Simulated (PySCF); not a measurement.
A GIAO shielding run with PySCF 2.14 (density fitting, non-relativistic, gas phase) on SMILES CC(C)[C@@H]1N=C[C@H](C)[C@H]1F, C$_{8}$H$_{14}$FN:

```
$ OMP_NUM_THREADS=1 python probes_run.py task.json out

{"job": {"kind": "nmr", "xc": "PBE0", "basis": "pcSseg-1"}, "charge": 0, "multiplicity": 1}
C     -2.481289    -0.536239     1.026853
C     -1.450441     0.313553     0.288888
C     -2.130446     1.162701    -0.781905
C     -0.378473    -0.592990    -0.335283
N      0.175868    -1.491472     0.651316
C      1.429757    -1.416712     0.670886
C      2.065677    -0.447223    -0.290235
C      2.978608     0.556136     0.407098
C      0.823673     0.173241    -0.948560
F      0.855666     0.012521    -2.318028
H     -3.007921    -1.179713     0.326174
H     -1.988940    -1.161981     1.764999
H     -3.207208     0.101434     1.525368
H     -0.953445     0.971468     1.012093
H     -2.857958     1.827728    -0.322320
H     -1.413523     1.768743    -1.330457
H     -2.648957     0.524164    -1.494012
H     -0.850104    -1.205401    -1.112688
H      2.011799    -2.024104     1.345665
H      2.636881    -0.996561    -1.046444
H      2.427323     1.110476     1.164571
H      3.388060     1.260444    -0.313455
H      3.803287     0.037647     0.890876
H      0.760370     1.251903    -0.773843
```

Hardware: 1 thread of an Intel Xeon, shared host. The job also computes population analyses, field gradients, ring-centre shieldings.

Problem. How large is the calculation?

Solution. 78 electrons, 240 basis functions and 1233 auxiliary functions.

Problem. How long does it take, and how much memory does it need?

Solution. 2 min of wall time, with 14 SCF cycles and 5 response iterations; peak memory 1.1 GiB. Times on a shared host scatter by some tens of per cent.
